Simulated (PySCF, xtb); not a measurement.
C2H7FOSi, SMILES C[Si@H](F)CO. Other conformers were not sampled.

Harmonic wavenumbers (cm⁻¹) from GFN2-xTB (xtb 6.7.1) at its own minimum, in rising order: 46, 100, 131, 186, 214, 287, 315, 608, 631, 682, 757, 773, 797, 837, 859, 1062, 1175, 1212, 1347, 1375, 1475, 1480, 1482, 2341, 2877, 2907, 3029, 3052, 3054, 3542.

### Question
What does PBE0-D3(BJ)/def2-SVP in PySCF give at its own minimum? (The exact figures need the calculation; the answer reports its results.)

### Answer
81, 135, 146, 217, 235, 307, 326, 615, 675, 713, 766, 788, 848, 884, 947, 1128, 1187, 1236, 1269, 1376, 1424, 1429, 1473, 2260, 2969, 3017, 3059, 3162, 3168, 3883. Paired by order, the mean absolute difference is 54 cm⁻¹ and the zero-point energies are 55.2 and 56.8 kcal/mol.
